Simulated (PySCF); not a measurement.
PySCF input file for C4H5ClSi, SMILES C#C[Si@H](Cl)C=C, TDDFT-PBE0/def2-SVPD. Coordinates come from a B3LYP-D3(BJ)/def2-SVP optimisation. The structure was generated by enumeration; whether it is a known compound was not checked. The values are those of a single conformer.

```python
import numpy as np
from pyscf import gto, scf, dft, tdscf

mol = gto.M(
    atom='''
    C     1.77068282    2.05311150   -0.72651842
    C     1.05990778    1.22779843   -0.18330467
    Si   -0.02680066   -0.00045133    0.63152405
    Cl    0.67138703   -1.91799393    0.20346725
    C    -1.76607350    0.17606056   -0.00133354
    C    -2.13092225    1.08231839   -0.91811819
    H     2.40385743    2.77870894   -1.20451842
    H     0.05509885    0.15859090    2.10476932
    H    -2.52597042   -0.50611934    0.40215613
    H    -3.16449414    1.16487842   -1.27222128
    H    -1.40843134    1.78042309   -1.35481650
    ''',
    basis='def2-SVPD',
    charge=0,
    spin=0,
    max_memory=1600,
    verbose=4,
)
mf = dft.RKS(mol, xc='pbe0').density_fit(auxbasis='def2-universal-jkfit')
mf.grids.level = 3
mf.conv_tol = 1e-9
mf.max_cycle = 100
mf.kernel()
mf.grids = dft.Grids(mol).set(level=1).build(with_non0tab=True)  # coarser grid for the response kernel
td = tdscf.TDDFT(mf)
td.singlet = True
td.nstates = 10
td.conv_tol = 1e-4
td.positive_eig_threshold = 1e-6
td.kernel(x0=td.get_init_guess(mf, 15))
td.analyze()
tt = tdscf.TDA(mf)
tt.singlet = False
tt.nstates = 4
tt.conv_tol = 1e-4
tt.positive_eig_threshold = 1e-6
tt.kernel(x0=tt.get_init_guess(mf, 9))
tt.analyze(verbose=3)
```

It prints:

```
PySCF version 2.14.0

[INPUT] verbose = 4
[INPUT] num. atoms = 11
[INPUT] num. electrons = 60
[INPUT] charge = 0
[INPUT] spin (= nelec alpha-beta = 2S) = 0
[INPUT] symmetry False subgroup None
[INPUT] Mole.unit = angstrom
[INPUT] Symbol           X                Y                Z      unit          X                Y                Z       unit  Magmom
[INPUT]  1 C      1.770682820000   2.053111500000  -0.726518420000 AA    3.346105583273   3.879818438195  -1.372920838252 Bohr   0.0
[INPUT]  2 C      1.059907780000   1.227798430000  -0.183304670000 AA    2.002935421496   2.320202768871  -0.346395623654 Bohr   0.0
[INPUT]  3 Si    -0.026800660000  -0.000451330000   0.631524050000 AA   -0.050645907358  -0.000852890092   1.193407495576 Bohr   0.0
[INPUT]  4 Cl     0.671387030000  -1.917993930000   0.203467250000 AA    1.268737610285  -3.624483236278   0.384497377818 Bohr   0.0
[INPUT]  5 C     -1.766073500000   0.176060560000  -0.001333540000 AA   -3.337395230852   0.332706239738  -0.002520025376 Bohr   0.0
[INPUT]  6 C     -2.130922250000   1.082318390000  -0.918118190000 AA   -4.026859445242   2.045285336680  -1.734991929081 Bohr   0.0
[INPUT]  7 H      2.403857430000   2.778708940000  -1.204518420000 AA    4.542632185201   5.250998876480  -2.276209925794 Bohr   0.0
[INPUT]  8 H      0.055098850000   0.158590900000   2.104769320000 AA    0.104121736278   0.299693366848   3.977437570187 Bohr   0.0
[INPUT]  9 H     -2.525970420000  -0.506119340000   0.402156130000 AA   -4.773392292553  -0.956426938946   0.759964945015 Bohr   0.0
[INPUT] 10 H     -3.164494140000   1.164878420000  -1.272221280000 AA   -5.980027247391   2.201301182216  -2.404149789044 Bohr   0.0
[INPUT] 11 H     -1.408431340000   1.780423090000  -1.354816500000 AA   -2.661549497854   3.364512025952  -2.560232134042 Bohr   0.0

nuclear repulsion = 303.79152466811
number of shells = 73
number of NR pGTOs = 257
number of NR cGTOs = 171
basis = def2-SVPD
ecp = {}


[settings echo left out]
init E= -904.702251056645
  HOMO = -0.329990259779777  LUMO = -0.103610163219204  gap/eV = 6.16012
cycle= 1 E= -904.246267872512  delta_E= 0.456  |g|= 0.408  |ddm|= 6.98
  HOMO = -0.263543341691507  LUMO = -0.0240554466002858  gap/eV = 6.51680
cycle= 2 E= -904.242125564807  delta_E= 0.00414  |g|= 0.425  |ddm|= 1.78
  HOMO = -0.308483830422185  LUMO = -0.0450600899496654  gap/eV = 7.16813
cycle= 3 E= -904.289861664196  delta_E= -0.0477  |g|= 0.107  |ddm|= 0.727
  HOMO = -0.306963459247212  LUMO = -0.0431330494250499  gap/eV = 7.17919
cycle= 4 E= -904.29236949631  delta_E= -0.00251  |g|= 0.0431  |ddm|= 0.166
  HOMO = -0.306139557518421  LUMO = -0.0431994404966947  gap/eV = 7.15497
cycle= 5 E= -904.292864322043  delta_E= -0.000495  |g|= 0.00649  |ddm|= 0.0644
  HOMO = -0.306400374820686  LUMO = -0.0430911606929856  gap/eV = 7.16501
cycle= 6 E= -904.292876420019  delta_E= -1.21e-05  |g|= 0.00207  |ddm|= 0.0185
  HOMO = -0.306339116708981  LUMO = -0.0430574524198537  gap/eV = 7.16426
cycle= 7 E= -904.292877425874  delta_E= -1.01e-06  |g|= 0.000855  |ddm|= 0.00387
  HOMO = -0.306331128727376  LUMO = -0.0430669841131923  gap/eV = 7.16378
cycle= 8 E= -904.292877614276  delta_E= -1.88e-07  |g|= 0.000154  |ddm|= 0.00129
  HOMO = -0.306344888047472  LUMO = -0.0430725554841769  gap/eV = 7.16401
cycle= 9 E= -904.292877621206  delta_E= -6.93e-09  |g|= 4.01e-05  |ddm|= 0.000354
  HOMO = -0.306338841742006  LUMO = -0.0430684113942954  gap/eV = 7.16395
cycle= 10 E= -904.292877621672  delta_E= -4.67e-10  |g|= 5.42e-06  |ddm|= 8.06e-05
  HOMO = -0.306340192874941  LUMO = -0.0430694322787559  gap/eV = 7.16396
Extra cycle  E= -904.29287762167  delta_E= 2.73e-12  |g|= 6.47e-06  |ddm|= 2.42e-05
converged SCF energy = -904.29287762167
tot grids = 45808
Overwritten attributes  positive_eig_threshold  of <class 'pyscf.tdscf.rks.TDDFT'>


******** <class 'pyscf.tdscf.rks.TDDFT'> for <class 'pyscf.df.df_jk.DFRKS'> ********
nstates = 10 singlet
deg_eia_thresh = 1.000e-03
wfnsym = None
conv_tol = 0.0001
eigh lindep = 1e-12
eigh level_shift = 0
eigh max_cycle = 100


Excitation energies (eV)
[5.78735798 6.08976882 6.1928326  6.32063102 6.47774187 6.73035356
 6.81607734 6.86497021 6.91854327 7.24371314]

** Singlet excitation energies and oscillator strengths **
Excited State   1:      5.78736 eV    214.23 nm  f=0.0004
      27 -> 31        0.11669
      27 -> 33        0.12698
      28 -> 32       -0.11512
      29 -> 31       -0.58444
      29 -> 32       -0.17740
      29 -> 33       -0.22132
Excited State   2:      6.08977 eV    203.59 nm  f=0.0127
      27 -> 32       -0.14373
      28 -> 31        0.44111
      28 -> 33        0.17315
      29 -> 32        0.29975
      29 -> 33       -0.15141
      30 -> 31       -0.32003
      30 -> 33       -0.12028
Excited State   3:      6.19283 eV    200.21 nm  f=0.0007
      27 -> 31       -0.24429
      28 -> 32        0.43018
      28 -> 33       -0.23213
      29 -> 31       -0.26832
      29 -> 32        0.12928
      30 -> 32       -0.24398
      30 -> 33        0.12309
Excited State   4:      6.32063 eV    196.16 nm  f=0.0069
      27 -> 31        0.49445
      28 -> 31       -0.10088
      28 -> 32        0.28128
      28 -> 33       -0.14171
      29 -> 31        0.12355
      29 -> 32       -0.10530
      29 -> 33       -0.22217
      30 -> 31       -0.10579
      30 -> 32       -0.14814
Excited State   5:      6.47774 eV    191.40 nm  f=0.1304
      26 -> 31        0.10308
      27 -> 31       -0.13720
      28 -> 31       -0.23684
      28 -> 32       -0.12252
      28 -> 33       -0.12000
      29 -> 32       -0.11906
      30 -> 31       -0.53824
      30 -> 32       -0.16393
      30 -> 33       -0.16618
Excited State   6:      6.73035 eV    184.22 nm  f=0.0157
      26 -> 31       -0.39388
      27 -> 31        0.11697
      28 -> 31       -0.35614
      28 -> 33        0.23486
      29 -> 32        0.23538
      30 -> 32       -0.15897
      30 -> 33       -0.20882
Excited State   7:      6.81608 eV    181.90 nm  f=0.0047
      26 -> 31        0.16214
      27 -> 31       -0.34520
      28 -> 31       -0.16262
      28 -> 32        0.13729
      28 -> 33        0.20432
      29 -> 31        0.12104
      29 -> 32       -0.10376
      29 -> 33       -0.45207
      30 -> 33       -0.11806
Excited State   8:      6.86497 eV    180.60 nm  f=0.0028
      26 -> 31       -0.47414
      27 -> 31       -0.11432
      28 -> 31        0.14343
      28 -> 32       -0.12467
      28 -> 33       -0.16276
      29 -> 31        0.17649
      29 -> 32       -0.26508
      29 -> 33       -0.18723
      30 -> 32       -0.13731
      30 -> 33        0.14792
Excited State   9:      6.91854 eV    179.21 nm  f=0.0251
      26 -> 31       -0.18710
      28 -> 32        0.24495
      28 -> 33       -0.18791
      30 -> 31       -0.10976
      30 -> 32        0.52644
      30 -> 33       -0.26574
Excited State  10:      7.24371 eV    171.16 nm  f=0.0429
      25 -> 31       -0.29793
      26 -> 31       -0.11132
      26 -> 33       -0.10447
      27 -> 32       -0.37018
      27 -> 33       -0.32791
      28 -> 33        0.10130
      29 -> 31       -0.10664
      29 -> 32       -0.10054
      30 -> 31       -0.10012
      30 -> 33        0.23286

** Transition electric dipole moments (AU) **
state          X           Y           Z        Dip. S.      Osc.
  1         0.0326     -0.0236      0.0328      0.0027      0.0004
  2         0.2415      0.1556      0.0530      0.0854      0.0127
  3        -0.0488      0.0424      0.0221      0.0047      0.0007
  4         0.1468     -0.1102      0.1037      0.0444      0.0069
  5         0.7164     -0.3815      0.4035      0.8215      0.1304
  6        -0.1741     -0.1716      0.1881      0.0952      0.0157
  7        -0.1277     -0.0883     -0.0632      0.0281      0.0047
  8         0.0604      0.1138      0.0161      0.0169      0.0028
  9         0.2866     -0.2197      0.1324      0.1479      0.0251
 10         0.2934     -0.3594      0.1626      0.2417      0.0429

** Transition velocity dipole moments (imaginary part, AU) **
state          X           Y           Z        Dip. S.      Osc.
  1         0.0075     -0.0052      0.0073      0.0001      0.0004
  2         0.0525      0.0359      0.0121      0.0042      0.0125
  3        -0.0100      0.0105      0.0072      0.0003      0.0008
  4         0.0329     -0.0267      0.0223      0.0023      0.0066
  5         0.1698     -0.0915      0.0959      0.0464      0.1299
  6        -0.0428     -0.0427      0.0456      0.0057      0.0154
  7        -0.0316     -0.0225     -0.0138      0.0017      0.0045
  8         0.0163      0.0319      0.0032      0.0013      0.0034
  9         0.0745     -0.0574      0.0324      0.0099      0.0260
 10         0.0792     -0.0940      0.0414      0.0168      0.0422

** Transition magnetic dipole moments (imaginary part, AU) **
state          X           Y           Z
  1        -0.2126     -0.1029      0.0368
  2         0.0469     -0.1389     -0.0100
  3        -0.0365      0.1101     -0.1330
  4         0.1688     -0.2575      0.0822
  5        -0.2861     -0.5824     -0.1522
  6         0.0654      0.2143      0.1193
  7        -0.4100     -0.1201      0.3191
  8         0.1501     -0.0136      0.0545
  9         0.0406      0.2559     -0.1016
 10         0.1374     -0.9904      0.2307
Overwritten attributes  positive_eig_threshold  of <class 'pyscf.tdscf.rks.TDA'>


******** <class 'pyscf.tdscf.rks.TDA'> for <class 'pyscf.df.df_jk.DFRKS'> ********
nstates = 4 triplet
deg_eia_thresh = 1.000e-03
wfnsym = None
conv_tol = 0.0001
eigh lindep = 1e-12
eigh level_shift = 0
eigh max_cycle = 100


Excitation energies (eV)
[4.11414109 4.75215107 5.21906616 5.25804082]

** Triplet excitation energies and oscillator strengths **
Excited State   1:      4.11414 eV    301.36 nm  f=0.0000
Excited State   2:      4.75215 eV    260.90 nm  f=0.0000
Excited State   3:      5.21907 eV    237.56 nm  f=0.0000
Excited State   4:      5.25804 eV    235.80 nm  f=0.0000
```

The calculation finished and met its thresholds.

Cost: very roughly 4 core-minutes.
